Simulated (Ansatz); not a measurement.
(ClInSe)3 ring (In₃Se₃Cl₃), relaxed as a singlet with RKS PBE-D4/def2-SVP in Ansatz, starting from the GFN2-xTB geometry. Force threshold 0.03 eV/Å.

In the def2 sets In takes a core potential; there is no spin–orbit coupling.

Start:

```xyz
9

In   -1.927   -0.323    0.547
Cl   -1.991   -0.950    2.744
Se   -1.597   -2.151   -1.242
In    0.876   -1.424   -1.153
Cl    2.326   -2.661    0.108
Se    1.737    0.752   -2.239
In    0.606    1.929   -0.239
Cl    1.922    2.633    1.490
Se   -1.952    2.195   -0.016
```

Task: Estimate the energy that the relaxation releases and the steps that it takes.

Result: 18.2 kcal/mol, in 15 steps; 18 s on 2 threads of AMD EPYC 7R13 on a shared host and a share (18 GiB) of an NVIDIA H100 80GB HBM3. The force fell under the threshold at step 13, but the optimiser went on and released 0.002 eV more. No frequencies were taken in this run, so the end may be a saddle point.

Task: Does the start keep its bonding and symmetry?

Result: By distances, no bond broke or formed. The bond that changes most is In7–Cl8, from 2.28 to 2.37 Å (atoms count from 1). Point group Cs at the start, D3h at the end, both within 0.05 Å; within 0.015 Å the end is D3d.

Task: Predict the relaxed structure.

Result: 
Cartesian coordinates in Å:
```
In -2.018 -0.431 0.953
Cl -4.120 -0.878 1.945
Se -1.023 -2.528 -0.054
In 1.172 -1.680 -0.985
Cl 2.393 -3.427 -2.016
Se 2.424 0.515 -1.139
In 0.850 2.107 0.041
Cl 1.728 4.306 0.070
Se -1.405 2.015 1.185
```
Bond lengths (bridged metal pairs left out): 6 × In–Se 2.53 Å; 3 × Cl–In 2.37 Å.
